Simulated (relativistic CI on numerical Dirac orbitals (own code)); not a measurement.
# Hyperfine structure of Re¹⁰⁺, mass number 187

Calculated at this level of theory: Dirac-Coulomb-Breit CI, orbitals from a KLI potential per configuration, QED by a radiative potential, unscaled Slater integrals (own radial code, finite nucleus).

Configuration list (outside the closed core [Kr] 4d10): 4f14 5s2 5p3, 4f13 5s2 5p4, 4f14 5s 5p4, 4f14 5s2 5p2 5d, 4f14 5s 5p3 5d, 4f14 5s2 5p2 5f, 4f13 5s2 5p3 5d, 4f14 5s2 5p2 6s, 4f14 5s2 5p2 5g, 4f14 5p5, 4f13 5p6, 4f13 5p5 5d, 4f14 5s2 5p 5d2, 4f14 5s2 5d3, 4f14 5s 5p 5d3, 4f14 5s2 5d2 5f, 4f13 5s2 5p 5d3. Double excitations out of closed p, d and f shells are left out; levels of such configurations are missing from the list, as are those of other unlisted configurations, and high levels can miss mixing partners. Some configurations lack a partner that the ground configuration has and come out too high, among them 4f14 5s2 5p2 6s, 4f14 5s2 5p2 5g.

Nuclear spin I = 5/2, μ = 3.209 μN, Q = 1.94 b (tables of Stone and Pyykkö). The electronic factors are computed for point nuclear moments, without core polarisation or the Bohr-Weisskopf and QED corrections.

| Level | E (cm⁻¹) | A (MHz) | B (MHz) |
| --- | --- | --- | --- |
| 4f14 5s2 5p3 2D°_5/2 | 97816.2 | 18980 | 267 |
| 4f13 5s2 5p4 4G°_11/2 | 107082.0 | 5054 | 9270 |
| 4f13 5s2 5p4 2D°_3/2 | 112399.8 | -4284 | 2720 |
| 4f14 5s2 5p3 2P°_1/2 | 123317.4 | 48390 |  |
| 4f13 5s2 5p4 4D°_3/2 | 129505.2 | 3826 | -4890 |

Levels with J = 0, under 50 % of one LS term, or S terms without an open s electron are left out. Small factors come from cancelling terms and can be off by tens of per cent or more.

At this charge transitions that keep the count of f electrons are usually good to a few per cent. Levels and lines within the n = 5 or 6 shells can be off by up to 10 % or somewhat more, and those that change n by about 2 %, since core polarisation is missing. Levels that differ in their count of f electrons can be misplaced by several ten thousand cm⁻¹, since the correlation energy of f electrons is missing or only estimated; rates across such gaps can be off by orders of magnitude.

Question: Give the hyperfine levels of 4f14 5s2 5p3 2D°_5/2 relative to its centre of gravity.

Answer: With K = F(F + 1) − I(I + 1) − J(J + 1), E = AK/2 + B[¾K(K + 1) − I(I + 1)J(J + 1)]/[2I(2I − 1)J(2J − 1)]: F = 0: -165900, F = 1: -147000, F = 2: -109100, F = 3: -52280, F = 4: 23640, F = 5: 118700 MHz.

LS names give the leading component of a level, which can be under half, so a name can repeat, a term be missing and a line seem to break the LS rules.
